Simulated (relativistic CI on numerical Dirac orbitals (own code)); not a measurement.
# Cr⁵⁺: from the plainest model towards the measured levels

Calculated with a relativistic CI code on KLI orbitals (one set per configuration, finite nucleus), adding one ingredient at a time: step 1, Dirac-Coulomb, each configuration alone; step 2, with Breit and QED terms; step 3, with configuration mixing; step 4, with scaled Slater integrals (0.9); step 5, with a P86 correlation estimate; step 6, tied to the ionisation limit. P86 is a density functional for the correlation energy, evaluated here for each configuration and added to its levels. Step 6 is semi-empirical: configurations made of the next ion and one excited electron move by -166 cm⁻¹, so that their limit matches the tabulated ionisation energy, and those with a non-penetrating f or g electron also take the P86 value of the least penetrating other one.

CI space (outside the closed core [Ne] 3s2): 3p6.3d, 3p6.4s, 3p6.4p, 3p5.3d2, 3p6.4d, 3p6.5s, 3p6.4f, 3p6.5p, 3p6.5d, 3p6.6s, 3p6.5f, 3p6.5g, 3p6.6p, 3p5.3d.4s, 3p6.6f.

Computed minus measured energy above the ground level, in cm⁻¹, for 15 of the 32 excited levels that pair in every step (one J of a term; a digit in brackets numbers repeated terms):

| Configuration | Term | J | Measured | Step 1 | Step 2 | Step 3 | Step 4 | Step 5 | Step 6 |
| --- | --- | --- | --- | --- | --- | --- | --- | --- | --- |
| 3p6.3d | 2D | 5/2 | 940 | 70 | -37 | -38 | -38 | -38 | -38 |
| 3p6.4s | 2S | 1/2 | 227858 | -525 | -292 | -289 | -289 | 6485 | 6319 |
| 3p6.4p | 2P° | 1/2 | 296573 | -838 | -643 | -3347 | -2900 | 4252 | 4087 |
| 3p6.4d | 2D | 3/2 | 402662 | -1782 | -1718 | -1704 | -1704 | 5695 | 5529 |
| 3p6.5s | 2S | 1/2 | 461253 | -5281 | -5140 | -5129 | -5129 | 2586 | 2420 |
| 3p6.4f | 2F° | 5/2 | 481956 | -11219 | -11148 | 4895 | 317 | 9070 | 6864 |
| 3p6.5p | 2P° | 1/2 | 487590 | -3274 | -3145 | -4185 | -4236 | 3488 | 3335 |
| 3p6.5d | 2D | 3/2 | 534382 | -4993 | -4921 | -4912 | -4912 | 3715 | 3549 |
| 3p6.6s | 2S | 1/2 | 562064 | -6872 | -6762 | -6752 | -6752 | 1577 | 1411 |
| 3p6.5f | 2F° | 5/2 | 568957 | -7898 | -7824 | -4899 | -5621 | 5403 | 2699 |
| 3p6.5g | 2G | 7/2 | 572272 | -7904 | -7822 | -7814 | -7814 | 3274 | 647 |
| 3p6.6p | 2P° | 1/2 | 574135 | -4474 | -4368 | -6034 | -5405 | 2968 | 2826 |
| 3p5.3d.4s | 2P° | 1/2 | 578566 | -6662 | -6783 | -4150 | -2382 | 5149 | 5125 |
| 3p5.3d.4s | 4F° | 7/2 | 584371 | -4411 | -4649 | -4626 | -2538 | 4909 | 4909 |
| 3p6.6f | 2F° | 7/2 | 618849 | -8338 | -8263 | -7148 | -7460 | 4754 | 827 |

Mean absolute errors in cm⁻¹, over all paired levels and for the first 12 configurations:

```csv
"Configuration, levels",Step 1,Step 2,Step 3,Step 4,Step 5,Step 6
"all, 32",3927,3937,3649,3304,4692,4139
"3p6.3d, 1",70,37,38,38,38,38
"3p6.4s, 1",525,292,289,289,6485,6319
"3p6.4p, 2",834,664,3379,2931,4220,4055
"3p6.4d, 2",1787,1732,1718,1718,5681,5515
"3p6.5s, 1",5281,5140,5129,5129,2586,2420
"3p6.4f, 1",11219,11148,4895,317,9070,6864
"3p6.5p, 2",3384,3266,4322,4373,3357,3203
"3p6.5d, 2",5000,4933,4924,4924,3703,3537
"3p6.6s, 1",6872,6762,6752,6752,1577,1411
"3p6.5f, 2",7918,7845,4862,5602,5415,2713
"3p6.5g, 2",7903,7821,7814,7814,3274,648
"3p6.6p, 2",5083,4983,6382,5880,2526,2377
```

Measured levels: Sugar and Corliss, J. Phys. Chem. Ref. Data 6, 317 (1977).

The mean absolute error is lowest at step 4 (3304 cm⁻¹), and the largest single drop is from step 5 to 6 (4692 to 4139). The Breit and QED terms change the top of the ground term (measured 940) from 1010 to 903. Mixing lowers the ground level by 8; relative to it the configurations that move most are 3p6.4f by +16043, 3p6.5f by +2983, 3p6.4p by -2716. The P86 estimate moves 3p6.6f by +12214, 3p6.5g by +11088, 3p6.5f by +11017, and takes the mean absolute error of the excited configurations from 3410 to 4842; it overshoots. Step 6 takes that error from 4842 to 4271; 3p6.5g, 3p6.6f gain from the shift and the changed P86 value together.
